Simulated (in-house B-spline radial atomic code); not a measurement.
The numbers below are computed, except where a source is named.
**Hf in an electron gas of r_s = 3.3: phase shifts, screening and friction**

A nucleus sits in a uniform electron gas with a rigid positive background. The Kohn-Sham equations are solved self-consistently in the spin-unpolarised LDA (PW92), non-relativistic, on B-splines with outgoing waves at the boundary and partial waves to l = 8. The model has no lattice, no bands and no magnetic solution. Atomic units; δ_l are the phase shifts at the Fermi level, counted so that each bound state adds π, and good to about 0.0005. Heavy atoms are models without relativity. A narrow, partly filled d or f resonance in a thin gas would split by spin, so such rows rest on a solution that is probably unstable.

The density parameter is r_s = 3.3 bohr.

| l | δ_l (rad) |
| --- | --- |
| 0 | 15.6353 |
| 1 | 12.5511 |
| 2 | 7.6208 |
| 3 | 3.1056 |
| 4 | -0.0042 |
| 5 | -0.0004 |
| 6 | -0.0004 |
| 7 | -0.0003 |
| 8 | -0.0003 |

Bound levels below the band bottom (hartree): p -12.59, d -7.297, s -1.675, p -0.8769, f -0.4926 and deeper ones.

(1) Check the Friedel sum rule, and say where the screening charge sits.

(2) Find the transport cross section and the electronic stopping of a 2 keV Hf ion (mass 178.49 u).

Results:

(1) k_F = (9π/4)^(1/3)/r_s = 0.58156. The rule is Z = (2/π) Σ (2l + 1) δ_l. The terms are s 9.954, p 23.971, d 24.258, f 13.840 and -0.036 beyond, in all 71.986 against Z = 72. Bound states hold 10 s, 24 p, 20 d and 14 f electrons, so the scattering states carry 3.99 in all; where a term is smaller than its bound count, the bound level has drawn weight out of the band.

(2) σ_tr = (4π/k_F²) Σ (l + 1) sin²(δ_l − δ_(l+1)). The terms for l = 0 to 3 are 0.0033, 1.9065, 2.8849, 0.0040, all together 4.7988, so σ_tr = 37.155 × 4.7988 = 178.298 bohr². With n = 3/(4π r_s³) = 0.006643, the friction coefficient is Q = n k_F σ_tr = 0.6888. For v well below v_F = 0.582, dE/dx = Q v; with 24801 eV per u at v = 1, v = √(2000/(24801 × 178.49)) = 0.0213, so dE/dx = 0.01464 hartree/bohr = 7.53 eV/nm. The largest term couples the d and f waves.
